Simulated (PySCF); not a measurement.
# O+ (oxygen, charge +1) across methods

[He] 2s2 2p2 3s1, high-spin 4P determinant (an excited configuration). All numbers are calculated (PySCF 2.14, scalar relativity by spin-free X2C-1e, in dyall-acv3z (15s9p4d2f, 76 functions)).

| method | E (hartree) | mean ε 2s β (eV) | mean ε 2p α (eV) | mean ε 3s α (eV) | Σ⟨r²⟩ (bohr²) | ⟨S²⟩ |
| --- | --- | --- | --- | --- | --- | --- |
| BLYP | -73.7873 | -46.532 | -36.119 | -9.445 | 18.22 | 3.751 |
| PBE | -73.7102 | -46.463 | -36.216 | -9.629 | 18.33 | 3.751 |
| r2SCANh | -73.7536 | -47.660 | -38.359 | -9.933 | 18.51 | 3.753 |
| LDA | -73.2156 | -46.331 | -36.169 | -9.672 | 18.29 | 3.751 |
| PBE0 | -73.7213 | -48.632 | -39.058 | -10.279 | 18.41 | 3.752 |
| BHandHLYP | -73.7852 | -50.821 | -41.791 | -10.726 | 18.36 | 3.752 |
| UHF | -73.59412 | -53.493 | -47.005 | -11.843 | 18.72 | 3.754 |
| M06-2X | -73.7794 | -51.017 | -41.297 | -11.127 | 18.24 | 3.752 |

**Question.** Estimate the same row for r2SCAN.

**Answer.** E (hartree) = -73.7523; mean ε 2s β (eV) = -46.869; mean ε 2p α (eV) = -37.349; mean ε 3s α (eV) = -9.692; Σ⟨r²⟩ (bohr²) = 18.52; ⟨S²⟩ = 3.753.

The outer electron is Rydberg-like, and this basis confines it to a smaller radius and binds it less than a complete one would.
